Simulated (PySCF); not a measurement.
**Frontier orbitals and the lowest excitations**

Compound: C4H6F2O2Si.
Numbering: `[O:1]=[CH:2][C@@H:3]1[O:4][CH2:5][C@@H:6]([F:7])[Si@@H:8]1[F:9]` (hydrogens: H10 on C2; H11 on C3; H12, H13 on C5; H14 on C6; H15 on Si8)

Geometry (GFN2-xTB, Å), atoms numbered from 1 in this order:
```
atom  x, y, z in Å
O1     3.1938    0.1565    0.7883
C2     2.3443   -0.0823   -0.0259
C3     0.9409   -0.4455    0.3021
O4     0.2844   -1.0071   -0.8261
C5    -1.1121   -1.0204   -0.6549
C6    -1.6031    0.3797   -0.2445
F7    -2.7387    0.2670    0.5365
Si8   -0.1063    1.1267    0.7071
F9     0.4267    2.3849   -0.1429
H10    2.5298   -0.0194   -1.1119
H11    0.9269   -1.1467    1.1482
H12   -1.5317   -1.3564   -1.6036
H13   -1.4029   -1.7265    0.1374
H14   -1.9003    0.9712   -1.1168
H15   -0.2560    1.5262    2.0851
```

Theory: PySCF 2.14.0, density-fitted response routines, TDDFT CAM-B3LYP/def2-SVPD, vertical, gas phase, core orbitals frozen in the response.

Kohn–Sham orbitals with the atoms that hold most of them (Löwdin shares over 4%, at most four atoms; ? is withheld):

```tsv
orbital	ε (eV)	atoms
HOMO-3	-11.46	O4 28%, Si8 14%, H15 10%, C3 10%
HOMO-2	-10.50	O4 21%, C6 18%, F7 14%, Si8 10%
HOMO-1	-9.54	O4 27%, O1 24%, C3 12%, C2 7%
HOMO	-9.25	?
LUMO	?	?
LUMO+1	0.46	Si8 29%, C6 13%, H15 12%, F7 8%
LUMO+2	1.07	Si8 19%, H11 11%, C5 9%, H15 9%
```

Give the leading atoms of the LUMO.

C2 (bonded to C, O and H) 34%; O1 (bonded to C) 27%; C3 (bonded to C, O, Si and H) 10%; Si8 (bonded to 2 C, F and H) 10%. By element: carbon 44% or more, oxygen 27% or more, silicon 10%.

Give the leading atoms of the HOMO.

O1 (bonded to C) 39%; C3 (bonded to C, O, Si and H) 14%; C2 (bonded to C, O and H) 12%; O4 (bonded to 2 C) 10%. By element: oxygen 50%, carbon 25% or more.

What is the LUMO energy, and the HOMO–LUMO gap?

ε(LUMO) = -0.13 eV; the gap is 9.12 eV (0.3352 hartree).

How does S1 compare with the orbital gap of 9.12 eV?

S1 is at 4.33 eV (f = 0.0014), 4.79 eV below the gap, made of HOMO→LUMO (64%), HOMO-1→LUMO (26%). 

Next come S2 at 6.13 eV (f 0.062), HOMO-1→LUMO (64%), HOMO→LUMO (27%); S3 at 6.45 eV (f 0.0093), HOMO→LUMO+1 (56%), HOMO-1→LUMO+1 (29%); S4 at 7.00 eV (f 0.0064), HOMO-1→LUMO+1 (50%), HOMO→LUMO+1 (27%), HOMO→LUMO+4 (11%); S5 at 7.23 eV (f 0.016), HOMO→LUMO+2 (42%), HOMO-1→LUMO+2 (32%).

Löwdin shares depend on the basis, the more so with diffuse functions.

One conformer stands for the species.
